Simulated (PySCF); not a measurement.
**Working out the ionisation energy of Si⁺**

Si⁺ [Ne] 3s2 3p1 (2P) → Si²⁺ [Ne] 3s2 (1S). Computed with PySCF 2.14 in x2c-TZVPPall with one added diffuse shell each of s, p, d type (6s6p4d1f, 51 functions), with scalar relativity by spin-free X2C-1e. Frozen: 1s2. Energies in hartree (1 hartree = 27.21139 eV):

```json
{"part": "UHF", "Si⁺ (lower)": "-289.174077", "Si²⁺ (upper)": "-288.592504"}
{"part": "MP2 opposite-spin", "Si⁺ (lower)": "-0.146536", "Si²⁺ (upper)": "-0.139911"}
{"part": "MP2 same-spin", "Si⁺ (lower)": "-0.049093", "Si²⁺ (upper)": "-0.046427"}
```

Q: What does Hartree-Fock give?

A: (-288.592504) − (-289.174077) = 0.581573 hartree = 15.825 eV.

Q: What do MP2 and SCS-MP2 (6/5 opposite-spin, 1/3 same-spin) give?

A: The opposite-spin parts differ by 0.180 eV and the same-spin parts by 0.073 eV. MP2: 15.825 + (0.180) + (0.073) = 16.078 eV. SCS-MP2: 15.825 + 1.2 × (0.180) + (0.073)/3 = 16.065 eV.

Measured between the centres of the two terms (NIST): 16.322 eV, so MP2 (valence and next inner shell) is off by -0.244 eV.

What remains against the reference includes basis incompleteness, the frozen core and correlation beyond second order.
